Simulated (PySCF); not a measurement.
Geometries of 2 isomers of GeH7NSSi, from PySCF, PBE0-D3(BJ)/def2-SVP geometry optimisation, gas phase. One conformer each, no zero-point energy, no frequencies.

Question: Which isomer lies lower at this level?
A.
```xyz
11
angstrom
Si    -1.355    0.925    0.842
N     -0.406    0.065   -0.338
Ge     0.937   -1.125    0.027
S      2.640   -0.182    1.124
H     -1.378    0.081    2.073
H     -0.818    2.276    1.200
H     -2.748    1.120    0.332
H     -0.399    0.424   -1.288
H      1.405   -1.685   -1.326
H      0.428   -2.201    0.994
H      2.959    0.658    0.116
```
B.
```xyz
11
angstrom
N     -1.256    0.552   -0.781
Ge    -1.179   -0.666    0.584
S      0.767   -0.295    1.602
Si     1.886    0.217   -0.168
H     -1.493    1.507   -0.529
H     -1.781    0.270   -1.603
H     -2.257   -0.530    1.678
H     -1.218   -2.049   -0.087
H      1.601   -0.729   -1.287
H      3.316    0.074    0.238
H      1.663    1.621   -0.615
```

Answer: B. That is `[NH2][GeH2][S][SiH3]`, 3.3 kcal/mol below the other.

| SMILES | atoms numbered as above | E (Eh) | relative (kcal/mol) | relative (kJ/mol) | dipole (D) |
| --- | --- | --- | --- | --- | --- |
| [NH2][GeH2][S][SiH3] | [NH2:1][GeH2:2][S:3][SiH3:4] | -2822.59816 | 0.0 | 0.0 | 2.92 |
| [SiH3][NH][GeH2][SH] | [SiH3:1][NH:2][GeH2:3][SH:4] | -2822.59293 | 3.3 | 13.7 | 2.09 |

As drawn, the higher has an S–H bond, which the lower lacks.
